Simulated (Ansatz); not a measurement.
`CSB(N)F` + HBr → `NB(F)Br` + CH₃SH  (ligand exchange at a B–S bond)

Computed with Ansatz on PBE0-D4/def2-TZVP structures; ΔE is electronic, products minus reactants. CCSD(T)/CBS is the MP2 limit (def2-TZVPP, def2-QZVPP) plus CCSD(T) − MP2 in def2-TZVPP, frozen cores. This one scheme is used for every species. For Br outer-core shells are correlated without core-valence functions, which leaves a few kJ/mol of doubt a bond. Scalar relativity is left out up to krypton. One conformer a species, not always the lowest.

```csv
level,ΔE (kJ/mol)
CCSD/def2-TZVPP,-18.0
HF/def2-QZVPP,-24.3
```

**Question.** What does CCSD(T)/CBS give? (Estimate.)

**Answer.** The calculation gave: -16.7 kJ/mol. The listed levels differ from it by -1.3, -7.6 kJ/mol.

Largest T1 diagnostic among the species: 0.011.

The D4 term adds +3.4 kJ/mol with B3LYP and +2.0 kJ/mol with PBE0; it sums over pairs of atoms, weighted by their polarisabilities, and B3LYP, whose exchange is more repulsive, gets the larger term. In def2-TZVPP, CCSD(T) changes the Hartree–Fock value by +7.8 kJ/mol (the triples alone add +1.6 kJ/mol) and MP2 by +6.6 kJ/mol.

B3LYP here is the variant with VWN-RPA as its local correlation; programs differ in this.
